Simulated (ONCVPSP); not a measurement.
# Varying the ONCV potential for W

Base potential:

ONCVPSP 4.0.1 input, shortened (lines: element, Z, core and valence counts, functional; n l f; lmax; l rc ep ncon nbas qcut; lloc lpopt rc5 dvloc0; l nproj debl; icmod fcfact rcfact), PBE, fully relativistic:

```
  W 74.00   10    4        4      upf
    1    0    2.00
    2    0    2.00
    2    1    6.00
    3    0    2.00
    3    1    6.00
    3    2   10.00
    4    0    2.00
    4    1    6.00
    4    2   10.00
    4    3   14.00
    5    0    2.00
    5    1    6.00
    5    2    5.00
    6    0    1.00
    2
    0    1.90    0.00    5    9    6.80
    1    2.00    0.00    3    6    6.70
    2    2.30    0.00    4    9    6.90
    4    5    1.55    0.00
    0    2    3.90
    1    2    1.60
    2    1    2.90
    2    0.35    0.85
```

Open shells are filled in proportion to 2j + 1.

Cutoffs, loose and tight: the cutoffs (Ha) at which the residual kinetic energy of the hardest occupied pseudo-wave falls to 1 and 0.1 mHa per electron. They do not see the model core or the augmentation charge, which bear on the density cutoff. Test errors are all-electron minus pseudo excitation energies from the reference, over the configurations 5s2 5p6 5d4 6s2; 5s2 5p6 5d4 6s1; 5s2 5p6 5d4 6s0; 5s2 5p6 5d5 6s0. A dash means not determined; rows that change the core or the reference have their own tests.

```tsv
change	outcome	cutoff, loose	cutoff, tight	bound ghosts	GHOST(+) flags above zero	largest test error (meV)
base	generated	18 Ha	21 Ha	none	s	+5.9
s: rc 2.36	generated	14 Ha	17 Ha	none	none	-5.3
p: rc 1.9, qcut 7.1, nproj 0; local potential the p channel	failed: oncvpsp_r: lschvkbb convergence ERROR, n= 2 l= 1	–	–	–	–	–
```

Task: What comes out with this change to the base: reference 5s2 5p6 5d4 6s2?

Result: outcome: generated; cutoff, loose: 18 Ha; cutoff, tight: 21 Ha; bound ghosts: none; GHOST(+) flags above zero: s; largest test error (meV): +11.
